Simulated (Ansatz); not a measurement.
`C[Si](C)(C)C#Cc1ccc(-c2ccc(-c3ccc(-c4ccc(-c5ccc(-c6ccc(C#C[Si](C)(C)C)nc6)nc5)nc4)nc3)nc2)nc1`, relaxed as a singlet with RKS r2SCAN-D4/def2-SVP in Ansatz, starting from the GFN2-xTB geometry. Force threshold 0.03 eV/Å.

Single mean-field runs in def2-SVP are fitted with def2-universal-jkfit.

Start:

Cartesian coordinates in Å:
```
C 15.536 5.632 -3.748
Si 15.345 3.750 -3.515
C 16.597 3.101 -2.232
C 15.537 2.833 -5.174
C 13.633 3.422 -2.870
C 12.519 3.202 -2.452
C 11.224 2.941 -1.957
C 10.984 2.806 -0.587
C 9.700 2.554 -0.153
C 8.671 2.445 -1.094
C 7.285 2.185 -0.701
C 6.777 2.524 0.553
C 5.460 2.239 0.852
C 4.658 1.629 -0.116
C 3.251 1.308 0.130
C 2.473 1.979 1.073
C 1.159 1.601 1.264
C 0.636 0.558 0.495
C -0.745 0.095 0.639
C -1.389 -0.541 -0.425
C -2.694 -0.964 -0.276
C -3.341 -0.742 0.943
C -4.730 -1.137 1.176
C -5.180 -1.398 2.471
C -6.491 -1.776 2.674
C -7.342 -1.888 1.570
C -8.738 -2.309 1.692
C -9.475 -2.177 2.870
C -10.786 -2.603 2.899
C -11.342 -3.148 1.735
C -12.690 -3.584 1.732
C -13.842 -3.950 1.764
Si -15.607 -4.535 1.755
C -16.740 -3.004 1.840
C -15.887 -5.644 3.282
C -15.890 -5.510 0.143
N -10.644 -3.277 0.605
C -9.395 -2.873 0.591
N -6.915 -1.626 0.334
C -5.666 -1.262 0.147
N -2.712 -0.173 1.973
C -1.469 0.227 1.826
N 1.369 -0.061 -0.433
C 2.620 0.298 -0.604
N 5.146 1.295 -1.312
C 6.401 1.563 -1.590
N 8.906 2.554 -2.403
C 10.128 2.794 -2.817
H 16.521 5.883 -4.133
H 14.800 6.019 -4.446
H 15.406 6.160 -2.808
H 17.619 3.266 -2.559
H 16.474 3.600 -1.275
H 16.472 2.035 -2.064
H 16.522 2.992 -5.603
H 15.402 1.762 -5.049
H 14.803 3.173 -5.898
H 11.803 2.895 0.114
H 9.499 2.421 0.898
H 7.397 3.025 1.284
H 5.064 2.478 1.827
H 2.880 2.806 1.636
H 0.539 2.123 1.975
H -0.849 -0.690 -1.347
H -3.203 -1.472 -1.080
H -4.487 -1.304 3.293
H -6.845 -2.005 3.667
H -9.036 -1.727 3.749
H -11.386 -2.514 3.792
H -17.789 -3.286 1.814
H -16.573 -2.441 2.753
H -16.558 -2.335 1.005
H -15.219 -6.500 3.276
H -16.905 -6.022 3.313
H -15.712 -5.098 4.204
H -15.225 -6.367 0.083
H -15.698 -4.888 -0.726
H -16.910 -5.876 0.069
H -8.862 -2.999 -0.341
H -5.405 -1.038 -0.879
H -1.020 0.657 2.712
H 3.173 -0.238 -1.362
H 6.747 1.272 -2.572
H 10.260 2.877 -3.889
```

| step | energy (eV) | largest force component (eV/Å) | SCF passes |
| --- | --- | --- | --- |
| 1 | -66689.5816 | 2.185 | 22 |
| 2 | -66689.9524 | 0.335 | 22 |
| 3 | -66689.9978 | 0.073 | 21 |
| 4 | -66689.9998 | 0.130 | 22 |
| 5 | -66690.0179 | 0.042 | 21 |
| 6 | -66690.0243 | 0.148 | 21 |
| 7 | -66690.0282 | 0.088 | 22 |
| 8 | -66690.0317 | 0.059 | 21 |
| 9 | -66690.0337 | 0.041 | 21 |
| 10 | -66690.0346 | 0.041 | 21 |
| 11 | -66690.0353 | 0.040 | 21 |
| 12 | -66690.0360 | 0.027 | 21 |
| 13 | -66690.0363 | 0.027 | 21 |
| 14 | -66690.0365 | 0.020 | 21 |

Force components are those of the run's own axes.

End:

Cartesian coordinates in Å:
```
C 15.648 5.599 -3.875
Si 15.454 3.747 -3.623
C 16.714 3.116 -2.380
C 15.621 2.837 -5.257
C 13.766 3.429 -2.946
C 12.642 3.227 -2.490
C 11.347 2.992 -1.963
C 11.052 3.163 -0.594
C 9.764 2.917 -0.138
C 8.770 2.503 -1.048
C 7.382 2.224 -0.631
C 6.892 2.483 0.661
C 5.571 2.186 0.972
C 4.735 1.631 -0.017
C 3.322 1.290 0.242
C 2.648 1.620 1.431
C 1.319 1.251 1.599
C 0.664 0.543 0.572
C -0.741 0.103 0.681
C -1.397 -0.472 -0.422
C -2.717 -0.884 -0.303
C -3.385 -0.719 0.928
C -4.789 -1.126 1.140
C -5.373 -1.026 2.416
C -6.691 -1.414 2.605
C -7.433 -1.906 1.511
C -8.839 -2.343 1.637
C -9.561 -2.288 2.842
C -10.880 -2.720 2.873
C -11.467 -3.206 1.685
C -12.823 -3.656 1.694
C -13.992 -4.029 1.741
Si -15.748 -4.595 1.760
C -16.854 -3.077 1.843
C -16.008 -5.677 3.275
C -16.077 -5.568 0.188
N -10.788 -3.265 0.521
C -9.528 -2.848 0.511
N -6.879 -1.998 0.287
C -5.618 -1.624 0.114
N -2.756 -0.181 1.990
C -1.494 0.210 1.868
N 1.300 0.239 -0.576
C 2.568 0.599 -0.731
N 5.201 1.379 -1.255
C 6.463 1.664 -1.546
N 9.053 2.333 -2.354
C 10.280 2.565 -2.792
H 16.648 5.833 -4.277
H 14.899 5.986 -4.584
H 15.528 6.146 -2.926
H 17.740 3.290 -2.745
H 16.608 3.627 -1.410
H 16.595 2.034 -2.207
H 16.619 3.004 -5.694
H 15.485 1.751 -5.125
H 14.870 3.184 -5.985
H 11.839 3.484 0.093
H 9.540 3.039 0.924
H 7.532 2.922 1.430
H 5.200 2.380 1.980
H 3.149 2.176 2.228
H 0.797 1.523 2.518
H -0.843 -0.584 -1.357
H -3.222 -1.335 -1.159
H -4.764 -0.640 3.237
H -7.137 -1.338 3.599
H -9.104 -1.909 3.760
H -11.466 -2.689 3.795
H -17.917 -3.371 1.856
H -16.654 -2.487 2.752
H -16.693 -2.421 0.973
H -15.348 -6.559 3.253
H -17.050 -6.034 3.324
H -15.797 -5.121 4.203
H -15.417 -6.447 0.121
H -15.901 -4.947 -0.705
H -17.121 -5.921 0.159
H -8.992 -2.901 -0.443
H -5.240 -1.722 -0.912
H -1.044 0.624 2.778
H 3.054 0.336 -1.677
H 6.806 1.446 -2.562
H 10.463 2.414 -3.864
```

By distances, no bond broke or formed. The bond that changes most is Si33–C35, from 1.91 to 1.88 Å (atoms count from 1).

The force fell under the threshold at step 12, but the optimiser went on. No frequencies were taken in this run, so the end may be a saddle point.

Hardware: 4 threads of AMD EPYC 7R13 on a shared host and a share (37 GiB) of an NVIDIA H100 80GB HBM3. Wall time 2 min, peak host memory 1.4 GiB.
